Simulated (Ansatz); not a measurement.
Calculation: PBE-D3(BJ)/def2-TZVP // PBE0-D3(BJ)/def2-SVP (Ansatz, an electronic-structure program). Isolated molecules, 0 K electronic values unless said otherwise.  In the def2 sets, heavy atoms carry core potentials.

Reference species (SMILES): `[Sn]([Cl])([Cl])([CH2]C)[Cl]` (neutral, multiplicity 1).

| Property | Value |
|---|---|
| LUMO | -3.09 eV |
| dipole moment | 3.87 D |
| HOMO | -7.51 eV |
| vertical ionisation energy (Delta-SCF) | 9.95 eV |

Changed species: `C([CH2][Sn]([Cl])([Cl])[Cl])(F)(F)F` (Y = 2,2,2-trifluoroethyl; the reference has Y = ethyl).

Question: Predict the effect on the LUMO, dipole moment, HOMO and vertical ionisation energy (Delta-SCF).

Answer: the LUMO drops by 0.42 eV, to -3.51 eV; the dipole moment decreases by 1.60 D, to 2.27 D; the HOMO falls by 0.48 eV, to -7.99 eV; the vertical ionisation energy (Delta-SCF) increases by 0.59 eV, to 10.54 eV.
